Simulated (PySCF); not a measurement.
C2H6ClInO, SMILES C[O][In]([CH3])[Cl]. Atoms are numbered in the order given.

```xyz
11

In     0.0701     0.1878     0.0744
Cl    -0.3956    -1.0521     2.0329
C      0.8236     2.2138     0.0828
H      1.0387     2.5379    -0.9437
H      1.7372     2.2398     0.6920
H      0.0611     2.8626     0.5351
O     -0.3437    -0.9584    -1.5176
C     -0.2053    -0.5443    -2.8501
H      0.4510    -1.2416    -3.4063
H     -1.1861    -0.5383    -3.3649
H      0.2282     0.4711    -2.9743
```

Geometry: B3LYP-D3(BJ)/def2-SVP. The structure was generated by enumeration; whether it is a known compound was not checked. The def2 effective core potentials stand for the cores of In; spin–orbit coupling is left out. Other conformers were not sampled.

Vertical ionisation energy (IE) and electron affinity (EA) in eV. Rows of orbital energies are one-electron estimates. Where ΔSCF, EOM or ADC give a negative EA the extra electron is unbound and the value depends on the basis.

```
level                                          IE    EA
-------------------------------------------  ----  ----
−ε(HOMO), −ε(LUMO), ωB97X/def2-TZVP (PySCF)   ___   ___
−ε(HOMO), −ε(LUMO), PBE/def2-TZVP (PySCF)    6.07  2.39
```

**Question.** Some entries are withheld; supply them. (An estimate is asked for; the answer gives what the named calculation found.)

**Answer.** 
- −ε(HOMO), −ε(LUMO), ωB97X/def2-TZVP (PySCF), IE: 10.02
- −ε(HOMO), −ε(LUMO), ωB97X/def2-TZVP (PySCF), EA: -0.46
